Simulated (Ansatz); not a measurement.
Molecule: C2H5GeO2 (charge 0, doublet). It need not be the lowest isomer of its formula. 
Structure (B3LYP-D3(BJ)/def2-TZVP (Ansatz, a quantum-chemistry and plane-wave program) minimum search):
```
O
C 1 1.3424
O 2 1.2234 1 122.23
C 2 1.4432 3 123.62 1 -180.00
H 4 1.0790 2 118.40 3 0.00
H 4 1.0794 5 120.70 2 180.00
Ge 1 1.8404 2 114.71 3 0.00
H 7 1.5302 1 108.89 2 62.07
H 7 1.5302 8 113.44 1 121.41
H 7 1.5336 8 112.23 9 128.50
```
Charge 0, spin multiplicity 2.

Basis-set convergence of Hartree-Fock and MP2 correlation energies (hartree) with Ansatz. Valence correlation only, unless marked. UHF or UKS for open shells. No spin-orbit coupling. The frozen core is the preceding noble-gas configuration, with the filled d and f shells of earlier blocks. Non-relativistic.

```tsv
basis	functions	E(HF)	E(corr, MP2)
cc-pVDZ	108	-2303.71670	-0.69771
cc-pVTZ	233	-2303.86003	-0.87726
cc-pVQZ	438	-2303.88111	-0.94215
```

Extrapolating the two largest sets (X = 3 and 4) as X^-3: E(corr) = (64·(-0.94215) - 27·(-0.87726))/37 = -0.9895 Eh, an estimate of the basis-set limit. The largest set recovers 95.2 % of it, the smallest 70.5 %.
